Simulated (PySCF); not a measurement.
`C1CC([C@@H]2C[SiH2]N[SiH2]2)C1`: 4 charge schemes on one density

Compound: C6H15NSi2.
Geometry (PBE0-D3(BJ)/def2-SVP, Å), atoms numbered from 1 in this order:
```xyz
24
C6H15NSi2 angstrom
C     -3.5385    0.5097    0.2630
C     -2.3619    1.2172    0.9601
C     -1.4336    0.1009    0.4354
C     -0.0281    0.4479   -0.0172
C      0.7064   -0.7230   -0.7019
Si     2.5488   -0.3085   -0.7870
N      2.6591    0.6825    0.6456
Si     1.1190    1.0876    1.3578
C     -2.5161   -0.2377   -0.6143
H     -4.0634   -0.1749    0.9469
H     -4.2888    1.1365   -0.2413
H     -2.4154    1.3811    2.0476
H     -2.1286    2.1796    0.4752
H     -1.3876   -0.7135    1.1811
H     -0.0987    1.2849   -0.7401
H      0.6035   -1.6354   -0.0863
H      0.2684   -0.9602   -1.6860
H      3.4265   -1.5208   -0.7253
H      2.9168    0.4268   -2.0424
H      3.5419    1.0099    1.0208
H      0.9710    2.5558    1.6150
H      0.8605    0.3890    2.6619
H     -2.7015   -1.2973   -0.8471
H     -2.3259    0.2989   -1.5586
```

Density: PBE0/pcSseg-1 (PySCF); schemes: Mulliken, IAO, Hirshfeld and ESP-fitted. Geometry: PBE0-D3(BJ)/def2-SVP, one conformer, isolated molecule.

Question: What partial charge does each atom carry?

Answer: In e:

```
atom                      environment  Mulliken     IAO  Hirshfeld  ESP-fitted
  C1        four-membered-ring carbon    -0.226  -0.256     -0.070      -0.106
  C2        four-membered-ring carbon    -0.160  -0.264     -0.072      -0.185
  C3        four-membered-ring carbon    -0.293  -0.095     -0.024      +0.219
  C4      sp3 carbon bound to silicon    -0.500  -0.369     -0.108      -0.311
  C5      sp3 carbon bound to silicon    -0.478  -0.539     -0.157      -0.342
 Si6                     SiH2 silicon    +0.789  +0.876     +0.364      +0.602
  N7  nitrogen bridging silicon atoms    -0.830  -0.925     -0.329      -0.801
 Si8                     SiH2 silicon    +0.807  +0.861     +0.357      +0.577
  C9        four-membered-ring carbon    -0.146  -0.262     -0.073      -0.213
 H10               methylene hydrogen    +0.119  +0.132     +0.038      +0.063
 H11               methylene hydrogen    +0.120  +0.130     +0.035      +0.055
 H12               methylene hydrogen    +0.129  +0.128     +0.035      +0.048
 H13               methylene hydrogen    +0.112  +0.127     +0.036      +0.064
 H14                 methine hydrogen    +0.117  +0.120     +0.033      +0.032
 H15                 methine hydrogen    +0.139  +0.129     +0.033      +0.134
 H16               methylene hydrogen    +0.143  +0.141     +0.039      +0.113
 H17               methylene hydrogen    +0.151  +0.144     +0.039      +0.099
 H18                    Si–H hydrogen    -0.112  -0.144     -0.089      -0.140
 H19                    Si–H hydrogen    -0.112  -0.156     -0.094      -0.144
 H20                     N–H hydrogen    +0.214  +0.267     +0.119      +0.378
 H21                    Si–H hydrogen    -0.104  -0.142     -0.088      -0.143
 H22                    Si–H hydrogen    -0.111  -0.155     -0.093      -0.140
 H23               methylene hydrogen    +0.124  +0.128     +0.034      +0.055
 H24               methylene hydrogen    +0.109  +0.125     +0.035      +0.087
```

Mean size of the charges over all atoms: IAO 0.276 e, Mulliken 0.256 e, ESP-fitted 0.210 e, Hirshfeld 0.100 e. Each set sums to the total charge, 0, to within 0.001 e. The Hirshfeld scheme weights the molecular density at each point by an atom's share of the summed free-atom densities.

Lowest charge. All schemes agree: Mulliken N7 (-0.830); IAO N7 (-0.925); Hirshfeld N7 (-0.329); ESP-fitted N7 (-0.801).

Highest charge. The schemes don't all agree: Mulliken Si8 (+0.807); IAO Si6 (+0.876); Hirshfeld Si6 (+0.364); ESP-fitted Si6 (+0.602).

Question: How many electrons does the IAO scheme count on C1?

Answer: Z − q = 6 − (-0.256) = 6.256.

Question: How closely do the schemes follow one another over all atoms?

Answer: Correlation coefficient and root-mean-square difference: IAO with Hirshfeld 0.98, 0.235 e; Mulliken with IAO 0.98, 0.069 e; Mulliken with Hirshfeld 0.96, 0.214 e; IAO with ESP-fitted 0.96, 0.128 e; Hirshfeld with ESP-fitted 0.95, 0.158 e; Mulliken with ESP-fitted 0.92, 0.143 e.

These values come from a run that also computed NMR shieldings. The run took 72 s (with the writing of density and orbital grids) on Arm Neoverse V1, one thread, no GPU, shared host with 32 logical CPUs at a one-minute load of 15, and the process peaked at 1.3 GiB of memory.
